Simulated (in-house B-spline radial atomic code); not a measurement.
Excitations of N IV (N3+) by several methods

Full response, energies in eV; labels give the largest channel, * marks a mixed state, a dash one above the method's threshold, and an imaginary frequency an unstable closed-shell reference. Computed with a B-spline radial code for spherical atoms: linear response of the closed shell [He] 2s2 with each method's own kernel (bare exchange for TDHF, static screening on G0W0 levels for BSE, the adiabatic kernel for functionals); non-relativistic, point nucleus, no spin-orbit coupling, no double excitations, S, P, D and F terms only.

```
           method  2s → 2p 3P  2s → 2p 1P  2s → 3s 3S  α (bohr³)
             TDHF       4.050      14.657       44.83      2.237
   BSE on G0W0@HF       7.131      15.537       46.78      1.966
         LDA VWN5       7.091      14.926       44.90      2.109
              PBE           ?           ?           ?          ?
             PBE0       6.172      15.098       45.06      2.125
  B3LYP (VWN-RPA)       5.849      14.843       44.66      2.148
        CAM-B3LYP       5.901      14.867       44.38      2.146
          LC-wPBE       6.298      15.181       44.72      2.109
            wB97X       6.164      14.937       44.88       2.22
            HSE06       6.088      15.060       45.10      2.132
        BHandHLYP       5.357      14.734       44.71      2.183
             BLYP           ?           ?           ?          ?
           PBEsol       6.598      15.194       44.71      2.103
             BP86       6.411      15.166       45.25      2.115
LDA exchange-only       5.770      15.061       43.57      2.101
            B97-1       6.894      15.093       45.08      2.133
             RPBE       6.403      15.325       44.68      2.099
             OLYP       6.075      15.404       44.01      2.115
```

**Question.** What does PBE give?

**Answer.** 2s → 2p 3P: 6.402; 2s → 2p 1P: 15.199; 2s → 3s 3S: 44.79; α: 2.095 (eV, bohr³).

**Question.** What does BLYP give?

**Answer.** 2s → 2p 3P: 5.736; 2s → 2p 1P: 14.926; 2s → 3s 3S: 44.29; α: 2.127 (eV, bohr³).
